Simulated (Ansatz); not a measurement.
Relaxation of AlClFH$_{4}$N (8 atoms, charge 0, multiplicity 1), to a largest force component of 0.03 eV/Å in at most 50 steps.

Method: Ansatz 0.2.0, RKS BLYP/6-31G*.

```xyz
8
Properties=species:S:1:pos:R:3:forces:R:3
Al -0.124 -0.073 -0.133 0.07 0.01 0.01
F -0.193 -0.308 1.540 0.00 0.15 0.07
H 1.284 0.212 -0.791 -0.01 -0.03 -0.04
N -1.626 -0.318 -1.059 0.01 0.04 0.08
H -2.550 -0.451 -0.645 -0.01 -0.02 -0.05
H -1.702 -0.111 -2.055 -0.04 -0.02 -0.06
Cl -0.064 2.912 1.558 0.01 -0.75 0.40
H -0.054 1.709 2.155 -0.02 0.62 -0.42
```

Question: Where does it end, and by what steps?

Answer: It converged. The force dipped under the threshold on the way, but the program's further checks kept it going. After 11 steps the energy has fallen by 0.067 eV; Cl7 moved furthest, 0.69 Å.

```
step  energy less start (eV)  largest force component (eV/Å)  accepted
   0                  0.0000                           0.749       yes
   1                 -0.0330                           0.440       yes
   2                 -0.0210                           0.913        no
   3                 -0.0529                           0.094       yes
   4                 -0.0581                           0.129       yes
   5                 -0.0620                           0.026       yes
   6                 -0.0634                           0.313       yes
   7                 -0.0655                           0.106       yes
   8                 -0.0665                           0.015       yes
   9                 -0.0662                           0.063        no
  10                 -0.0668                           0.008       yes
  11                 -0.0668                           0.012       yes
```

```xyz
8
Properties=species:S:1:pos:R:3
Al -0.079 -0.118 -0.265
F -0.123 0.055 1.420
H 1.322 -0.118 -0.994
N -1.635 -0.331 -1.100
H -2.554 -0.340 -0.656
H -1.726 -0.415 -2.113
Cl -0.124 3.072 2.222
H -0.112 1.766 2.058
```

Whether the end is a true minimum wasn't checked by a vibrational analysis.

Time of the run: 18 s on 2 threads of Arm Neoverse V1, on a shared host, peak memory 0.15 GiB.
